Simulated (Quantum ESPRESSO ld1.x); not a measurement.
The numbers below are computed, except where a source is named.
Radial electron density D(r) = 4 pi r^2 rho(r) of an atom or ion with 4 electrons. Level of theory: scalar-relativistic Kohn-Sham, LDA (Slater exchange, VWN5 correlation), spin-unpolarised, spherical densities, point nucleus (ld1.x of Quantum ESPRESSO 7.5).

r (bohr)  D(r) (e/bohr)
0.00717          0.1232
0.00897          0.1880
0.01131          0.2892
0.01415          0.4347
0.01785          0.6562
0.02233          0.9642
0.02816           1.413
0.03523           2.003
0.04443           2.800
0.05558           3.751
0.06954           4.836
0.08769           5.980
0.1097            6.905
0.1384            7.405
0.1731            7.201
0.2183            6.183
0.2731            4.617
0.3444            2.907
0.4309            1.752
0.5391            1.392
0.6798            1.662
0.8505            1.984
1.073             1.868
1.342             1.290
1.692            0.6021
2.117            0.1868
2.67            0.03223
3.34           0.003108
4.179         0.0001383

What is the nuclear charge?

Answer. Z = 7. The innermost maximum, from 1s, lies near gamma/Z bohr with gamma = sqrt(1 - (Z/c)^2) = 0.999, here 0.143 bohr (found: 0.146), and its height grows with Z. The density is that of the nitrogen ion N3+ in [He] 2s2; the configuration itself is not fixed sharply by these data. D(r) has 2 maxima, at r = 0.146, 0.914 bohr, and minima at 0.535 bohr, inside which lie 2.07 electrons.
